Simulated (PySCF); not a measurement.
Several molecules and their computed UV-vis stick spectra, shuffled. The calculation used TDDFT wB97X-D/def2-SVPD, vertical, gas phase, core orbitals frozen in the response (PySCF 2.14.0, density-fitted response routines). Geometries: PBE0-D3(BJ)/def2-SVP; one conformer of each isolated species. Triplets are in the Tamm–Dancoff approximation. Relativistic effects are left out although some hold elements past zinc.

A. `CC[CH2][Ge@H]([CH3])[O]C`
B. `Cc1pccc(F)p1`
C. `C=C(C)C[AsH]C`
D. `Br[Si](Br)(Br)Br`
E. `CCC[C@@H](C)[O][GeH3]`

Lowest singlet levels (six at most, fewer where fewer were computed) with oscillator strengths:

1. 5.88 eV (f 0.000 summed over 3 states); 6.68 eV (f 0.209 summed over 3 states); 6.78 eV (f 0.000 summed over 2 states); 7.38 eV (f 0.000) [of 10 roots; the last level is left out, as the window may have cut its degenerate partner]; T1 5.50 eV
2. 6.07 eV (f 0.092); 6.31 eV (f 0.126); 6.60 eV (f 0.184); 6.89 eV (f 0.142); 6.97 eV (f 0.009); 7.25 eV (f 0.188); T1 4.25 eV
3. 6.81 eV (f 0.004); 7.46 eV (f 0.028); 7.73 eV (f 0.050); 8.00 eV (f 0.010); 8.28 eV (f 0.029); 8.43 eV (f 0.028); T1 6.49 eV
4. 4.09 eV (f 0.013); 4.38 eV (f 0.014); 4.57 eV (f 0.004); 4.62 eV (f 0.039); 5.29 eV (f 0.288); 5.39 eV (f 0.309); T1 2.82 eV
5. 7.11 eV (f 0.002); 7.59 eV (f 0.019); 7.87 eV (f 0.002); 7.89 eV (f 0.025); 8.09 eV (f 0.135); 8.27 eV (f 0.025); T1 6.85 eV

Question: Which spectrum belongs to which structure?

Answer: 1 = D, 2 = C, 3 = E, 4 = B, 5 = A.
- A: S1 at 7.11 eV, HOMO→LUMO+1 (39%), HOMO→LUMO+3 (28%), HOMO→LUMO (13%); Löwdin shares by element: HOMO oxygen 47%, carbon 22% or more, germanium 10% (atoms not listed hold the other 22%); LUMO germanium 27%, carbon 15% or more, hydrogen 6% or more (atoms not listed hold the other 52%); HOMO -9.23 and LUMO 2.13 eV.
- B: S1 at 4.09 eV, HOMO→LUMO+1 (36%), HOMO→LUMO (29%), HOMO-1→LUMO (26%); Löwdin shares by element: HOMO phosphorus 37%, carbon 35% or more (atoms not listed hold the other 28%); LUMO phosphorus 39%, carbon 36% or more (atoms not listed hold the other 25%); HOMO -8.84 and LUMO -0.52 eV.
- C: S1 at 6.07 eV, HOMO→LUMO (86%); Löwdin shares by element: HOMO arsenic 40%, carbon 39% or more (atoms not listed hold the other 22%); LUMO carbon 41% or more, arsenic 16%, hydrogen 8% or more (atoms not listed hold the other 34%); HOMO -8.39 and LUMO 1.79 eV.
- D: S1 at 5.88 eV, HOMO-2/HOMO-1/HOMO→LUMO (≥88%); Löwdin shares by element: HOMO (one of a set within 0.03 eV) bromine 97% or more; LUMO bromine 60% or more, silicon 20% (atoms not listed hold the other 20%); HOMO -10.59 and LUMO -0.27 eV; point group Td, 6 of its 9 listed states under f = 0.0005.
- E: S1 at 6.81 eV, HOMO→LUMO+1 (68%), HOMO→LUMO (22%); Löwdin shares by element: HOMO oxygen 51%, carbon 21% or more, germanium 8% (atoms not listed hold the other 20%); LUMO germanium 52%, hydrogen 35% or more; HOMO -9.47 and LUMO 1.81 eV.

A slash joins orbitals within 0.01 eV of each other, whose weights are summed (≥ marks a lower bound).
